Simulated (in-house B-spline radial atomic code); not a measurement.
Configurations of Rb, with energies counted from [Kr] 5s1. All numbers are computed (Dirac-Hartree-Fock, average of configuration; Fermi nucleus of rms radius 4.2036 fm) with an all-electron radial atomic-structure program (B-spline basis), not measured. Energies include first-order Breit, QED and recoil terms.

Occupations are held fixed; configurations that lie above the ionisation limit could autoionise.

| configuration | E - E(ref) (eV) | highest orbital | its <r> (bohr) |
| --- | --- | --- | --- |
| [Kr] 4d1 | 2.1717 | 4d3/2 | 9.034 |
| [Kr] 7s1 | 2.9159 | 7s1/2 | 23.22 |
| [Kr] 4f1 | 2.948 | 4f5/2 | 17.99 |
| [Ar] 3d9 4s2 4p6 5s1 8p1 | 116.02 | 8p3/2 | 40.16 |
| [Ar] 3d9 4s2 4p6 5s1 6f1 | 116.14 | 6f5/2 | 47.7 |
| [Ne] 3s2 3p5 3d10 4s2 4p6 5s1 7f1 | 250.85 | 7f5/2 | 67.14 |

Question: Order these further configurations by energy, lowest first.
A. [Ne] 3s2 3p5 3d10 4s2 4p6 5s1 5f1
B. [Ar] 3d9 4s2 4p6 5s1 7g1
C. [Ar] 3d10 4s1 4p6 5s2
D. [Ar] 3d10 4s2 4p5 4d1 5s1
E. [Ar] 3d10 4s2 4p5 5s2

Answer: E (15.738 eV), D (17.79 eV), C (36.121 eV), B (116.24 eV), A (250.58 eV).

Question: How far above the reference does [Ar] 3d10 4s2 4p5 5s1 7g1 lie?

Answer: 20.033 eV; its least bound orbital is 7g9/2 with <r> = 63.49 bohr.

Question: How far above the reference does [Ar] 3d10 4s2 4p5 5s1 5d1 lie?

Answer: 19.154 eV; its least bound orbital is 5d5/2 with <r> = 14.58 bohr.
